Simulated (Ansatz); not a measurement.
A run for Ansatz (an electronic-structure program): U-SVWN5/def2-TZVPP on NP (SMILES N#P), 2S+1 = 3, a spin state set in the input, which need not be the lowest.

Ansatz 0.2 input:
```yaml
crystal:
  periodic: [false, false, false]
  atoms:
    - {symbol: N, position_ang: [-0.00000000, -0.00000000, -1.11419194]}
    - {symbol: P, position_ang: [0.00000000, 0.00000000, 0.51995624]}
basis:
  gaussian:
    orbitals: def2-TZVPP
hamiltonian:
  xc: {name: SVWN5}
magnetization: {spin_polarized: true, initial_magnetization: 2}
```

Problem. Give the final energy of this run.

Solution. -394.2671 hartree.
